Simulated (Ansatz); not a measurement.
# Energy profile

The step: SiN₂H₆ ([NH2][SiH2][NH2]) + Si₂NH₇ ([SiH3][NH][SiH3]) → Si₃N₂H₁₀ ([NH2][SiH2][N]([SiH3])[SiH3]) + NH₃; bonds formed: Si1–N5, N2–H4; bonds broken: Si1–N2, H4–N5 (atoms numbered as in the saddle structure below).

| atom | x (Å) | y (Å) | z (Å) |
| --- | --- | --- | --- |
| Si1 | -0.7434 | 0.9645 | 0.0049 |
| N2 | 1.0700 | 1.5872 | 0.1929 |
| N3 | -0.9940 | 1.9011 | -1.4116 |
| H4 | 1.1338 | 0.1929 | 0.3329 |
| N5 | 0.3475 | -0.7014 | 0.2649 |
| Si6 | -0.0217 | -1.4367 | 1.8157 |
| Si7 | 0.4825 | -1.7093 | -1.1622 |
| H8 | -1.9541 | 0.0874 | -0.2743 |
| H9 | -1.0530 | 1.3551 | 1.4218 |
| H10 | 1.2437 | 2.1791 | 0.9940 |
| H11 | 1.5469 | 1.9696 | -0.6131 |
| H12 | -1.8383 | 1.7872 | -1.9469 |
| H13 | -0.4677 | 2.7195 | -1.6665 |
| H14 | 0.6368 | -0.6355 | 2.8776 |
| H15 | -1.4889 | -1.4757 | 2.0339 |
| H16 | 0.5115 | -2.8263 | 1.8362 |
| H17 | 1.4779 | -2.7861 | -0.9229 |
| H18 | -0.8284 | -2.3211 | -1.4928 |
| H19 | 0.9387 | -0.8518 | -2.2846 |

Electronic energies by CCSD(T) at an estimated basis limit (MP2 extrapolated from triple and quadruple zeta, plus CCSD(T) − MP2 in triple zeta), on PBE0-D4/def2-TZVP structures; Si3N3H13, closed shell; no counterpoise correction. Computed with Ansatz 0.2.0 (basis: def2-TZVPP and def2-QZVPP); correlated methods freeze the cores. Extrapolation: Hartree–Fock as exp(−7.88 √X), correlation as X^−2.97.

Task: Give the profile in eV, counted from the separated reactants. (Judge from chemistry; the value comes from the calculation.)

Result: Computed:
```tsv
point	eV
separated: SiN2H6 (linked as [NH2][SiH2][NH2]; Si1, N2, N3, H8, H9, H10, H11, H12, H13; singlet) + Si2NH7 (linked as [SiH3][NH][SiH3]; H4, N5, Si6, Si7, H14, H15, H16, H17, H18, H19; singlet)	0.000
start structure	-0.180
saddle	1.247
end structure	-0.424
separated: Si3N2H10 (linked as [NH2][SiH2][N]([SiH3])[SiH3]; Si1, N3, N5, Si6, Si7, H8, H9, H12, H13, H14, H15, H16, H17, H18, H19; singlet) + NH3 (N2, H4, H10, H11; singlet)	-0.181
```

No T1 diagnostic of these runs exceeds 0.012.

For scale, one of the runs: CCSD(T)/def2-TZVPP, 401 basis functions, launched by `ansatz run in.yaml --threads 4 --pin off --events-out ev --progress --plain --max-ram 66560MiB --backend cuda --devices 0, --max-vram 37GiB`. Hardware: 4 CPU threads of an AMD EPYC 7R13 and a share of one NVIDIA H100, shared host. Wall time 24 s; peak host memory 0.87 GiB.
